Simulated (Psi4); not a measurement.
Complex: CH4O (SMILES CO) (first 6 atoms) with C2H6O (SMILES COC); geometry from B3LYP-D3(BJ)/def2-TZVP, rigid monomers moved along the line of their centres of mass till H6···O8 is 2.13 Å.
(charge 0, multiplicity 1):
```xyz
15

C      0.136    -0.072    -0.244
O      0.376     0.920     0.736
H      0.789    -0.945    -0.122
H      0.343     0.372    -1.218
H     -0.905    -0.418    -0.240
H      0.202     0.535     1.611
C     -1.098     0.500     4.305
O     -0.069    -0.173     3.601
C      1.160    -0.191     4.306
H     -0.827     1.543     4.502
H     -1.310     0.001     5.257
H     -1.988     0.473     3.679
H      1.517     0.826     4.504
H      1.884    -0.708     3.680
H      1.056    -0.724     5.258
```

Level of theory: SAPT0/jun-cc-pV(D+d)Z (Psi4).

**Question.** Give the four SAPT terms and the total, and say what mostly holds the pair together.

**Answer.** electrostatics -27.4, exchange 15.8, induction -5.9, dispersion -6.4, total -23.8 kJ/mol; the largest attraction is electrostatics.
